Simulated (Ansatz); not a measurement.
`S[SiH]1BN1` + NH₃ → `N[SiH]1BN1` + H₂S at 298.15 K and 1 bar (ligand exchange at the Si–S bond).

Calculated with Ansatz (gas phase, PBE0-D4/def2-TZVP geometries, no zero-point term in ΔE). CCSD(T)/CBS adds triple-zeta CCSD(T) − MP2 to the extrapolated MP2 energy (def2 sets, frozen cores). This one scheme is used for every species. One conformer a species, not always the lowest.

```tsv
species	CCSD(T)/CBS energy (Eh)	H − E (kJ/mol)	S (J/(mol·K))
`S[SiH]1BN1`	-768.78804	140.6	311.7
NH₃	-56.50880	100.5	192.4
`N[SiH]1BN1`	-426.32182	183.4	302.2
H₂S	-398.97279	49.9	205.7
```

H − E and S are ideal-gas, rigid-rotor, harmonic terms from PBE0-D4/def2-TZVP, for one conformer and one mirror image of each species. 1 Eh = 2625.50 kJ/mol, R = 8.31446 J/(mol·K).

Problem. By hand: ΔE, ΔH, ΔS and ΔG.

Solution. ΔE = (-426.32182) + (-398.97279) − (-768.78804) − (-56.50880) = 0.00223 Eh = 5.9 kJ/mol. Δ(H − E) = 183.4 + 49.9 − 140.6 − 100.5 = -7.8, so ΔH = -1.9 kJ/mol. ΔS = 302.2 + 205.7 − 311.7 − 192.4 = 3.8 J/(mol·K). ΔG = -1.9 − 298.15 × (3.8)/1000 = -3.0 kJ/mol.

Problem. By hand: the equilibrium constant, and the temperature at which ΔG would vanish if ΔH and ΔS stayed fixed.

Solution. log₁₀ K = −ΔG/(RT ln 10) = 0.5. ΔH and −TΔS have one sign here, so there is no such temperature.

TΔS isn't small against ΔH here. The sign of ΔG lies within the doubt. A doubt of 5 kJ/mol in ΔE shifts log₁₀ K by 0.9 here. Other conformers and mirror images would add mixing entropy, several J/(mol·K) or more a flexible species. These are equilibria of isolated gas molecules and say nothing of rates. Largest T1 diagnostic: 0.014 (customary marks: 0.02 for closed shells, 0.045 for open ones).

ΔS is within the doubt of such terms, so its sign, and with it that verdict, could turn.
